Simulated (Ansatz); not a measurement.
`[F][Al@-]1([Cl])[F+][Al@@-]([F])([Cl])[F+]1`. Charge 0, multiplicity 1. All single points use the PBE0-D4/def2-TZVP geometry.

```xyz
8

F     2.252    1.241   -0.450
Al    0.690    1.191    0.014
Cl   -0.375    2.839    0.646
F    -0.256    0.168   -1.130
Al   -0.549   -1.261   -0.070
F     0.350   -2.521   -0.579
Cl   -2.524   -1.413    0.501
F     0.411   -0.245    1.068
```

Question: What is the dipole moment at ωB97M-V/def2-TZVPP? (An estimate is asked.)

Answer: Computed: 0.77 D, with components (-0.65, 0.32, 0.26) D in this frame, pointing from negative to positive charge.

Question: And with PBE, r2SCAN, B3LYP? (Best estimate.)

Answer: Ansatz gave: PBE 0.79 D, r2SCAN 0.72 D, B3LYP 0.81 D.

Question: Give the Mulliken charges with ωB97M-V, PBE, r2SCAN in def2-TZVPP. (An estimate is asked.)

Answer: Ansatz gave: 
```json
{"atom": "F1", "ωB97M-V": "-0.31", "PBE": "-0.28", "r2SCAN": "-0.32"}
{"atom": "Al2", "ωB97M-V": "0.71", "PBE": "0.66", "r2SCAN": "0.77"}
{"atom": "Cl3", "ωB97M-V": "-0.18", "PBE": "-0.19", "r2SCAN": "-0.21"}
{"atom": "F4", "ωB97M-V": "-0.21", "PBE": "-0.18", "r2SCAN": "-0.23"}
{"atom": "Al5", "ωB97M-V": "0.71", "PBE": "0.66", "r2SCAN": "0.77"}
{"atom": "F6", "ωB97M-V": "-0.31", "PBE": "-0.28", "r2SCAN": "-0.32"}
{"atom": "Cl7", "ωB97M-V": "-0.18", "PBE": "-0.19", "r2SCAN": "-0.21"}
{"atom": "F8", "ωB97M-V": "-0.21", "PBE": "-0.18", "r2SCAN": "-0.23"}
```

B3LYP here is the variant with VWN-RPA as its local correlation; programs differ in this.
